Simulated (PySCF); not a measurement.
r2SCAN on S (sulfur, neutral), [Ne] 3s1 3p4 3d1, one real determinant (an excited configuration). Calculation: PySCF 2.14, in aug-cc-pVQZ-DK; scalar relativity by spin-free X2C-1e.

```
cycle= 1 E= -398.506898219274  delta_E= -0.00634  |g|= 0.0185  |ddm|= 0.309
cycle= 2 E= -398.507048225485  delta_E= -0.00015  |g|= 0.00559  |ddm|= 0.098
cycle= 3 E= -398.507071740433  delta_E= -2.35e-05  |g|= 0.00285  |ddm|= 0.0305
cycle= 4 E= -398.507076411741  delta_E= -4.67e-06  |g|= 0.000377  |ddm|= 0.0135
cycle= 5 E= -398.507076554744  delta_E= -1.43e-07  |g|= 3.47e-05  |ddm|= 0.00232
cycle= 6 E= -398.507076556702  delta_E= -1.96e-09  |g|= 3.77e-06  |ddm|= 0.000203
cycle= 7 E= -398.507076556724  delta_E= -2.12e-11  |g|= 4.38e-07  |ddm|= 2.2e-05
converged SCF energy = -398.507076556724  <S^2> = 6.0084457  2S+1 = 5.0033771
```

Highest occupied orbital energy: 0.438 eV; ⟨L²⟩ = 8.03; populations by l: s 5.00, p 10.00, d 1.00, f 0.00.

(1) Can this result be used?

## Answers

(1) Not for this state. Self-consistency was reached. ⟨L²⟩ = 8.03 against 12 for a pure F term, so this real determinant mixes terms. The outer electron is Rydberg-like, and this basis confines it to a smaller radius and binds it less than a complete one would. At r2SCAN the highest occupied level has a positive energy, so only the finite basis holds that electron; for this excited configuration the basis is too tight for the outer shell.
